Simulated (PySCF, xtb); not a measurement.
GaCl2, SMILES [Cl][Ga+][Cl], charge +1.

Harmonic wavenumbers (cm⁻¹) from xtb with GFN2-xTB at its own minimum, in rising order: 98, 98, 314, 451.

Question: What does PBE-D3(BJ)/def2-TZVP in PySCF give at its own minimum? (Estimate from the structure and the level; the computed values follow.)

Answer: 108, 108, 402, 585. Paired by order, the mean absolute difference is 60 cm⁻¹ and the zero-point energies are 1.4 and 1.7 kcal/mol.
